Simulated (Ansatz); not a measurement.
SiI₂, relaxed as a singlet with RKS r2SCAN-D4/def2-TZVP in Ansatz, starting from the GFN2-xTB geometry. Force threshold 0.02 eV/Å.

In the def2 sets I takes a core potential; there is no spin–orbit coupling.

Start:

| atom | x (Å) | y (Å) | z (Å) |
| --- | --- | --- | --- |
| Si1 | 0.879 | -0.472 | -0.300 |
| I2 | 0.476 | 1.958 | 0.128 |
| I3 | -1.355 | -1.486 | 0.173 |

| step | energy (eV) | largest force component (eV/Å) | SCF passes |
| --- | --- | --- | --- |
| 1 | -24086.7979 | 0.214 | 16 |
| 2 | -24086.7995 | 0.119 | 22 |
| 3 | -24086.8003 | 0.002 | 23 |

Force components are those of the run's own axes.

End:

| atom | x (Å) | y (Å) | z (Å) |
| --- | --- | --- | --- |
| Si1 | 0.868 | -0.465 | -0.296 |
| I2 | 0.481 | 1.953 | 0.126 |
| I3 | -1.348 | -1.487 | 0.171 |

By distances, no bond broke or formed. The bond that changes most is Si1–I2, from 2.50 to 2.48 Å (atoms count from 1).

No frequencies were taken in this run, so the end may be a saddle point.

Hardware: 4 threads of Arm Neoverse V2 on a shared host. Wall time 4.7 s.
